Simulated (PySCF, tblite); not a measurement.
Isomers of C9H11P. Computed with GFN2-xTB (tblite): harmonic, unscaled wavenumbers at the GFN2-xTB geometry, gas phase. This tight-binding method is rough: wavenumbers can miss measured ones by several per cent, in bad cases by 10 to 20. Modes of hydrogen on phosphorus can be 10 to 20 % off. One conformer each.

Electronic energies: PBE0/pcSseg-1 single points on the GFN2-xTB geometries (PySCF, gas phase).

```
             SMILES  electronic energy, lowest = 0 (kcal/mol)
    C=CPc1cccc(C)c1                                       0.0
     Cc1cpccc1C1CC1                                       1.8
C=Cc1c[pH]c(C)c1C=C                                      29.7
```

Q: How do GFN2-xTB zero-point energies change the relative energies?

A: 
```tsv
SMILES	ZPE (kcal/mol)	of it from modes above 1550 cm⁻¹	electronic (kcal/mol)	with ZPE, lowest = 0 (kcal/mol)	lowest mode (cm⁻¹)	rings
C=CPc1cccc(C)c1	103.9	53.8	0.0	0.0	16	1
Cc1cpccc1C1CC1	107.2	50.2	1.8	5.1	67	2
C=Cc1c[pH]c(C)c1C=C	102.9	54.1	29.7	28.7	67	1
```

The zero-point energies span 4.3 kcal/mol, from `C=Cc1c[pH]c(C)c1C=C` to `Cc1cpccc1C1CC1`. The order is unchanged.

Q: And how do the electronic energies of GFN2-xTB itself compare?

A: `C=CPc1cccc(C)c1` 3.3; `Cc1cpccc1C1CC1` 0.0; `C=Cc1c[pH]c(C)c1C=C` 29.3 kcal/mol, lowest = 0. Against the energies above, taken from the same isomer `C=CPc1cccc(C)c1`, the largest difference is 5.1 kcal/mol.
